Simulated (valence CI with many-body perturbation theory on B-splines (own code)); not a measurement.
E1 line list for I21+

Computed by relativistic CI+MBPT: four valence electrons over a frozen Dirac-Fock core [Ar] 3d10, radial functions for each j: 11 s, 11 p, 9 d, 7 f, 5 g, 2 h, 1 i, with the one-electron correlation potential Σ1 (screened to all orders), the two-electron term Σ2, the three-electron term Σ3, Breit, model QED; selected single and double excitations, second order for the rest (own B-spline code, finite nucleus).

No measured spectrum was set against this ion. As an estimate, levels hold to about 250 cm⁻¹ or 0.2 % of their energy and the worst to 1 %, as in measured heavy ions of charge 2 to 7; those with d or f electrons hold less well.

Lines 151 to 200 of 226 in falling wavelength, among levels below 179.60 eV, chosen from the strongest by gf and those to the six lowest levels. Wavelengths and rates use the calculated energies, so an error of 1000 cm⁻¹ moves a line at 133.3 Å by 0.13 % and its rate by three times that or more. Electric multipoles are in the length gauge, E1 and E2 with the static RPA response of the core. Weak lines are less certain than strong ones. Lines between different terms over intervals too small for the method are left out, as are lines whose strength nearly cancels. Where a level lies close to another of its J and parity, the split of strength between their lines is uncertain. The highest levels of a list are the least certain.

Levels are named by their leading jj configuration (3d3/2^4 stands for four electrons in 3d with j = 3/2), which in mixed levels can hold well under half, so a name can repeat and another be missing. Letters in brackets count levels of one name in rising energy.

| λ vac (Å) | Upper | Lower | A (s⁻¹) | S (a.u.) |
| --- | --- | --- | --- | --- |
| 133.3 | (4s 4p1/2 4p3/2 4d5/2) J=3 [c] | (4s 4p1/2 4p3/2^2) J=3 | 1.64e+10 | 1.34e-01 |
| 133.2 | (4s^2 4p1/2 4d3/2) J=1 | (4s^2 4p1/2 4p3/2) J=1 | 5.78e+10 | 2.02e-01 |
| 133.0 | (4s 4p3/2^2 4d3/2) J=3 | (4s 4p1/2 4p3/2^2) J=2 [b] | 1.61e+10 | 1.31e-01 |
| 132.5 | (4s 4p1/2 4p3/2 4d5/2) J=1 [c] | (4s 4p1/2 4p3/2^2) J=0 | 3.95e+10 | 1.36e-01 |
| 132.5 | (4s 4p1/2 4p3/2 4d3/2) J=3 [a] | (4s 4p1/2^2 4p3/2) J=2 | 1.59e+10 | 1.28e-01 |
| 131.9 | (4s 4p1/2 4p3/2 4d5/2) J=3 [d] | (4s 4p1/2 4p3/2^2) J=3 | 2.32e+10 | 1.84e-01 |
| 130.6 | (4s 4p1/2^2 4d5/2) J=2 | (4s 4p1/2^2 4p3/2) J=2 | 9.98e+09 | 5.49e-02 |
| 130.3 | (4s 4p1/2 4p3/2 4d5/2) J=2 [d] | (4s 4p1/2 4p3/2^2) J=2 [b] | 7.05e+10 | 3.85e-01 |
| 130.3 | (4s 4p3/2^2 4d3/2) J=1 [b] | (4s 4p1/2 4p3/2^2) J=2 [b] | 4.92e+10 | 1.61e-01 |
| 129.4 | (4s 4p1/2 4p3/2 4d5/2) J=2 [d] | (4s 4p1/2 4p3/2^2) J=1 [a] | 2.62e+10 | 1.40e-01 |
| 129.2 | (4s 4p1/2 4p3/2 4d5/2) J=1 [a] | (4s 4p1/2^2 4p3/2) J=1 | 8.09e+10 | 2.58e-01 |
| 129.1 | (4s 4p1/2 4p3/2 4d3/2) J=2 [c] | (4s 4p1/2^2 4p3/2) J=1 | 2.27e+10 | 1.20e-01 |
| 128.7 | (4s^2 4p3/2 4d5/2) J=3 | (4s^2 4p3/2^2) J=2 | 2.51e+11 | 1.85e+00 |
| 128.3 | (4s 4p3/2^2 4d5/2) J=4 | (4s 4p1/2 4p3/2^2) J=3 | 2.95e+10 | 2.77e-01 |
| 128.0 | (4s 4p1/2 4p3/2 4d5/2) J=3 [c] | (4s 4p1/2 4p3/2^2) J=2 [a] | 1.49e+10 | 1.08e-01 |
| 127.1 | (4s 4p3/2^2 4d3/2) J=1 [b] | (4s 4p1/2 4p3/2^2) J=0 | 2.05e+10 | 6.23e-02 |
| 126.8 | (4s 4p1/2 4p3/2 4d5/2) J=3 [e] | (4s 4p1/2 4p3/2^2) J=3 | 2.15e+10 | 1.51e-01 |
| 126.7 | (4s 4p1/2 4p3/2 4d5/2) J=3 [d] | (4s 4p1/2 4p3/2^2) J=2 [a] | 1.22e+11 | 8.59e-01 |
| 126.2 | (4s^2 4p3/2 4d5/2) J=1 | (4s^2 4p3/2^2) J=2 | 1.12e+07 | 3.33e-05 |
| 125.6 | (4s 4p3/2^2 4d3/2) J=2 | (4s 4p1/2 4p3/2^2) J=3 | 3.30e+10 | 1.61e-01 |
| 123.8 | (4s 4p1/2 4p3/2 4d5/2) J=2 [a] | (4s 4p1/2^2 4p3/2) J=2 | 2.19e+09 | 1.03e-02 |
| 123.7 | (4s 4p1/2 4p3/2 4d5/2) J=3 [a] | (4s 4p1/2^2 4p3/2) J=2 | 1.01e+11 | 6.61e-01 |
| 123.3 | (4s 4p3/2^2 4d3/2) J=3 | (4s 4p1/2 4p3/2^2) J=3 | 1.30e+11 | 8.42e-01 |
| 123.2 | (4s^2 4p3/2 4d3/2) J=2 | (4s^2 4p1/2 4p3/2) J=2 | 1.07e+11 | 4.93e-01 |
| 122.3 | (4s 4p1/2 4p3/2 4d3/2) J=1 [c] | (4s 4p1/2^2 4p3/2) J=1 | 5.88e+10 | 1.59e-01 |
| 122.0 | (4s 4p1/2 4p3/2 4d5/2) J=2 [b] | (4s 4p1/2 4p3/2^2) J=2 [a] | 1.50e+10 | 6.72e-02 |
| 121.9 | (4s 4p1/2 4p3/2 4d5/2) J=3 [e] | (4s 4p1/2 4p3/2^2) J=2 [a] | 1.06e+10 | 6.62e-02 |
| 121.9 | (4s 4p3/2^2 4d3/2) J=1 [a] | (4s 4p1/2 4p3/2^2) J=2 [a] | 9.43e+10 | 2.53e-01 |
| 121.0 | (4s 4p1/2 4p3/2 4d5/2) J=2 [d] | (4s 4p1/2 4p3/2^2) J=3 | 1.33e+10 | 5.80e-02 |
| 120.8 | (4s 4p3/2^2 4d3/2) J=2 | (4s 4p1/2 4p3/2^2) J=2 [a] | 1.06e+11 | 4.62e-01 |
| 120.7 | (4s 4p1/2 4p3/2 4d5/2) J=3 [b] | (4s 4p1/2^2 4p3/2) J=2 | 9.92e+10 | 6.03e-01 |
| 120.6 | (4s^2 4p3/2 4d3/2) J=3 | (4s^2 4p1/2 4p3/2) J=2 | 2.49e+11 | 1.51e+00 |
| 120.4 | (4s 4p1/2 4p3/2 4d5/2) J=2 [c] | (4s 4p1/2 4p3/2^2) J=2 [a] | 9.58e+09 | 4.13e-02 |
| 120.4 | (4s 4p1/2 4p3/2 4d3/2) J=2 [b] | (4s 4p1/2^2 4p3/2) J=2 | 2.15e+11 | 9.26e-01 |
| 120.4 | (4s^2 4p3/2 4d3/2) J=2 | (4s^2 4p1/2 4p3/2) J=1 | 1.21e+11 | 5.21e-01 |
| 120.2 | (4s^2 4p3/2 4d3/2) J=1 | (4s^2 4p1/2 4p3/2) J=2 | 3.96e+10 | 1.02e-01 |
| 119.7 | (4s 4p1/2 4p3/2 4d3/2) J=1 [b] | (4s 4p1/2^2 4p3/2) J=2 | 2.44e+11 | 6.19e-01 |
| 119.4 | (4s 4p3/2^3) J=1 | (4s^2 4p1/2^2) J=0 | 5.55e+10 | 1.40e-01 |
| 119.2 | (4s 4p3/2^2 4d5/2) J=0 | (4s 4p1/2^2 4p3/2) J=1 | 9.26e+10 | 7.75e-02 |
| 118.8 | (4s^2 4p3/2 4d3/2) J=0 | (4s^2 4p1/2 4p3/2) J=1 | 2.11e+11 | 1.75e-01 |
| 118.7 | (4s 4p3/2^2 4d3/2) J=3 | (4s 4p1/2 4p3/2^2) J=2 [a] | 1.33e+11 | 7.68e-01 |
| 118.6 | (4s 4p1/2 4p3/2 4d3/2) J=3 [b] | (4s 4p1/2^2 4p3/2) J=2 | 4.20e+07 | 2.42e-04 |
| 118.4 | (4s 4p1/2 4p3/2 4d5/2) J=1 [a] | (4s 4p1/2^2 4p3/2) J=2 | 2.11e+10 | 5.18e-02 |
| 118.3 | (4s 4p1/2 4p3/2 4d3/2) J=2 [c] | (4s 4p1/2^2 4p3/2) J=2 | 4.63e+10 | 1.89e-01 |
| 118.1 | (4s^2 4p3/2 4d5/2) J=2 | (4s^2 4p1/2 4p3/2) J=2 | 2.91e+10 | 1.18e-01 |
| 118.0 | (4s 4p1/2 4p3/2 4d3/2) J=2 [d] | (4s 4p1/2^2 4p3/2) J=1 | 7.86e+10 | 3.18e-01 |
| 117.9 | (4s 4p1/2 4p3/2 4d5/2) J=0 | (4s 4p1/2^2 4p3/2) J=1 | 6.94e+10 | 5.61e-02 |
| 117.5 | (4s^2 4p3/2 4d3/2) J=1 | (4s^2 4p1/2 4p3/2) J=1 | 1.48e+11 | 3.56e-01 |
| 117.4 | (4s^2 4p1/2 4d3/2) J=1 | (4s^2 4p1/2^2) J=0 | 2.13e+11 | 5.10e-01 |
| 117.0 | (4s 4p1/2 4p3/2 4d5/2) J=2 [b] | (4s 4p1/2^2 4p3/2) J=1 | 1.44e+11 | 5.71e-01 |
